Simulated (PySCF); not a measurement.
Gas-phase XPS of (SiH3)3P, computed

(SiH3)3P, H9PSi3.
Geometry (GFN2-xTB, Å), atoms numbered from 1 in this order:
```xyz
13
H9PSi3 angstrom
Si    -0.672    1.767   -0.564
P      0.240   -0.234   -0.888
Si     1.928   -0.220    0.558
Si    -1.219   -1.584    0.105
H      0.297    2.753   -1.035
H     -0.989    2.023    0.845
H     -1.899    1.803   -1.356
H      2.885    0.775    0.080
H      2.505   -1.563    0.545
H      1.505    0.119    1.920
H     -0.631   -2.921    0.095
H     -2.446   -1.534   -0.687
H     -1.510   -1.184    1.486
```

The calculation used PySCF 2.14.0, delta-SCF UKS SCAN, pcX-2 on the ionised atom, pcseg-1 elsewhere, spin-free X2C. Binding energies are ΔSCF values: E(core-ionised, relaxed orbitals) − E(ground state) at a fixed geometry, referred to the vacuum level.

Question: What binding energy does each computed site have?

Answer: 
```
    atom(s)  bonded to     level  binding energy (eV)  2p1/2 (eV)  count
Si1/Si3/Si4  3 H and P  Si 2p3/2               106.66      107.28      3
Si1/Si3/Si4  3 H and P     Si 1s              1846.37           –      3
         P2       3 Si   P 2p3/2               135.34      136.23      1
         P2       3 Si      P 1s              2148.75           –      1
```

Question: Give the binding energy of P 2p3/2 of P2 in hartree and in kJ/mol.

Answer: 135.34 eV = 4.9737 Eh = 13058 kJ/mol.

Question: Which effective nuclear charge Zeff reproduces each element's mean 1s value in the hydrogen-like formula E = 13.606 eV × Zeff²?

Answer: Si (Z = 14): mean 1846.4 eV, Zeff = 11.65, Z − Zeff = 2.35; P (Z = 15): mean 2148.7 eV, Zeff = 12.57, Z − Zeff = 2.43. Means run over the listed sites, weighted by atom count.

The first atom of each set that the bonding makes equivalent was ionised and stands for the set. Spin–orbit and ligand-field terms were added within each 2p shell after the spin-free SCF. 2p1/2 minus 2p3/2 (ligand field included): Si 0.62 eV, P 0.89 eV. Isolated species at its GFN2-xTB geometry, gas phase.
